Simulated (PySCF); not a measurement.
# Nuclear quadrupole coupling in `COC(=O)c1sc(C)pc1C`

Species: C₇H₉O₂PS.
Z-matrix (Å and degrees, GFN2-xTB geometry), rows numbered from 1:
```
C 
O   1  1.4173
C   2  1.3479  1  115.82
O   3  1.2078  2  123.27  1     0.01
C   3  1.4593  2  110.80  1   179.99
S   5  1.7307  3  116.99  2     0.04
C   6  1.7240  5   95.02  3  -179.98
C   7  1.4918  6  118.10  5  -179.98
P   7  1.7193  6  117.73  5     0.00
C   5  1.3713  3  126.08  2  -179.93
C  10  1.4927  5  122.87  3    -0.01
H   1  1.0924  2  110.26  3   -59.89
H   1  1.0870  2  106.26  3  -179.88
H   1  1.0924  2  110.25  3    60.13
H   8  1.0902  7  110.72  6   -59.61
H   8  1.0879  7  110.04  6  -179.94
H   8  1.0902  7  110.72  6    59.75
H  11  1.0880 10  110.33  5  -179.98
H  11  1.0890 10  110.38  5    58.93
H  11  1.0890 10  110.38  5   -58.88
```

Field gradients from the PBE0/pcSseg-1 density (PySCF, non-relativistic), principal values in atomic units, ordered |Vxx| ≤ |Vyy| ≤ |Vzz|:

```csv
atom,Vxx,Vyy,Vzz
O2,-0.4559,-1.2745,1.7304
O4,0.7304,0.8510,-1.5814
S6,-0.3947,-1.3789,1.7735
```

Question: Find the asymmetry η = (Vxx − Vyy)/Vzz and the couplings χ = eQV/h (234.96 MHz × Q in barn × V in au), with Q(17O) = −0.0256 b, Q(33S) = −0.0678 b.

Answer: 
```json
{"atom": "O2", "environment": "ester single-bonded oxygen", "nucleus": "17O", "η": "0.47", "χzz (MHz)": "-10.41", "χxx (MHz)": "2.74", "χyy (MHz)": "7.67"}
{"atom": "O4", "environment": "ester carbonyl oxygen", "nucleus": "17O", "η": "0.08", "χzz (MHz)": "9.51", "χxx (MHz)": "-4.39", "χyy (MHz)": "-5.12"}
{"atom": "S6", "environment": "thiophene-type sulfur", "nucleus": "33S", "η": "0.55", "χzz (MHz)": "-28.25", "χxx (MHz)": "6.29", "χyy (MHz)": "21.97"}
```

Question: What is Vzz at O2 in SI units (1 au = 9.71736 × 10²¹ V/m²)?

Answer: 1.7304 au = 16.815 × 10²¹ V/m².

Question: And the gradient at the other heavy atoms, for which no coupling is worked out here?

Answer: 
| atom | environment | Vzz (au) | η |
| --- | --- | --- | --- |
| C1 | methoxy carbon | 0.479 | 0.02 |
| C3 | ester carbonyl carbon | -0.361 | 0.92 |
| C5 | substituted aromatic carbon | 0.180 | 0.98 |
| C7 | substituted aromatic carbon | -0.291 | 0.47 |
| C8 | benzylic-type carbon | 0.115 | 0.17 |
| P9 | phosphorus bonded to 2 C | -1.064 | 0.25 |
| C10 | substituted aromatic carbon | 0.338 | 0.06 |
| C11 | benzylic-type carbon | 0.119 | 0.10 |

Question: What couplings would deuterons (Q(2H) = 0.00286 b) have in place of the hydrogens, at this geometry?

Answer: 
```tsv
atom	bonded to	bond length (Å)	Vzz (au)	η	χzz (kHz)
H12	C1	1.092	0.2948	0.10	198
H13	C1	1.087	0.3066	0.08	206
H14	C1	1.092	0.2949	0.10	198
H15	C8	1.090	0.3078	0.03	207
H16	C8	1.088	0.3100	0.04	208
H17	C8	1.090	0.3078	0.03	207
H18	C11	1.088	0.3103	0.05	209
H19	C11	1.089	0.3100	0.04	208
H20	C11	1.089	0.3099	0.04	208
```

The structure is a single GFN2-xTB conformer in the gas phase; no vibrational or solvent corrections. GFN2-xTB bond lengths can be off by several hundredths of an ångström, more for odd bonds, and the gradients follow them. With so small a basis the couplings can be 20 % off.

The run behind these numbers computed NMR shieldings as well. Hardware: one thread of an Arm Neoverse V1, no GPU, shared host with 32 logical CPUs at a one-minute load of 12. Cost: 74 s wall (grids of density and orbitals included), 1.1 GiB resident at most.
